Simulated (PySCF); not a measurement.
Point-charge models of `N#C[C@H]1CC(=O)[SiH2]C1=O` against its computed dipole.

Coordinates (GFN2-xTB, Å) and charges (e) from the PBE0/pcSseg-1 density (PySCF):

```
atom       x       y       z  Mulliken      IAO  Hirshfeld  ESP-fitted
  N1   2.595   1.365  -0.098   -0.2214  -0.2233    -0.2075     -0.4377
  C2   1.836   0.544  -0.335   +0.1458  +0.1304    +0.0832     +0.3355
  C3   0.858  -0.477  -0.621   -0.3406  -0.2062    -0.0185     -0.0876
  C4   0.328  -1.086   0.681   -0.1427  -0.3167    -0.0718     -0.3550
  C5  -0.701  -0.163   1.320   -0.0002  +0.1470    +0.0837     +0.4139
  O6  -0.971  -0.204   2.492   -0.3151  -0.3581    -0.2104     -0.4205
 Si7  -1.484   0.984  -0.026   +0.6029  +0.6098    +0.3398     +0.2078
  C8  -0.295   0.245  -1.352   +0.0735  +0.1487    +0.0883     +0.3639
  O9  -0.364   0.297  -2.549   -0.2964  -0.3417    -0.1988     -0.4040
 H10   1.318  -1.222  -1.278   +0.1865  +0.1963    +0.0734     +0.1246
 H11   1.131  -1.307   1.387   +0.1712  +0.1808    +0.0626     +0.1584
 H12  -0.191  -2.024   0.461   +0.1750  +0.1758    +0.0658     +0.1471
 H13  -1.185   2.391   0.198   -0.0107  -0.0677    -0.0428     -0.0159
 H14  -2.876   0.658  -0.302   -0.0280  -0.0752    -0.0470     -0.0304
```

Form Σ q r in debye for every column and set it beside the full dipole.

The full density gives (-2.12, -2.43, -0.45) D, 3.26 D in size; dipole vectors point from the negative to the positive end.

```tsv
scheme	μx	μy	μz	size (D)	share of the full size (%)	angle to the full dipole (°)
Mulliken	-3.12	-0.81	0.14	3.22	99	36
IAO	-2.28	-1.20	-0.30	2.59	80	21
Hirshfeld	-1.90	-1.26	-0.25	2.30	71	15
ESP-fitted	-2.11	-2.45	-0.44	3.27	100	0
```

Which set comes closest?

Length of the difference vector: ESP-fitted 0.02 D, Hirshfeld 1.21 D, IAO 1.24 D, Mulliken 1.99 D. Closest: ESP-fitted. The schemes that divide the density aren't constrained to reproduce the dipole.

What is left for the Hirshfeld atoms' own dipoles?

The Hirshfeld atoms' densities add up to the full density, so μ = Σ q r + Σ (atomic dipoles). The atomic dipoles sum to (-2.12, -2.43, -0.45) − (-1.90, -1.26, -0.25) = (-0.22, -1.17, -0.20) D, 1.21 D in size.

With the origin at the mean of the coordinates, (0.000, 0.000, -0.002) Å, which are the largest single terms, by size, of the ESP-fitted dipole along the direction of the full one?

N1 +5.67, C2 -2.51, H12 +1.11, O6 -0.89, C4 -0.86 D; all 14 atoms together +3.27 D. The single terms depend on the origin, their sum doesn't.

Give the size of the full dipole in other units.

3.26 D = 1.282 au = 0.679 e·Å = 10.87 × 10⁻³⁰ C·m.

The structure is a single GFN2-xTB conformer in the gas phase; no vibrational or solvent corrections.

These values come from a run that also computed NMR shieldings. The run took 86 s on an Intel Xeon at 2.50 GHz with one thread, shared host with 64 logical CPUs at a one-minute load of 63, and the process peaked at 0.83 GiB of memory.
